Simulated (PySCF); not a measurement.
Vertical excitations of a molecule C3H5BFNO from TDDFT-ωB97X/def2-SVPD (PySCF), as energy in eV (oscillator strength): 3.98 (0.018), 5.91 (0.008), 6.67 (0.008), 6.80 (0.035), 7.04 (0.029), 7.30 (0.070), 7.62 (0.088), 7.77 (0.005), 7.85 (0.039), 8.39 (0.025). Lowest triplet (TDA): 2.91 eV. Coordinates come from a B3LYP-D3(BJ)/def2-SVP optimisation. Other conformers were not sampled.

Q: Pick the molecule that these values belong to.
(A) NB1OC=C[C@@H]1F
(B) CN1C=C(F)B1O
(C) CB(F)/N=C/C=O
(D) NCC1=CB(F)O1

A: B, CN1C=C(F)B1O
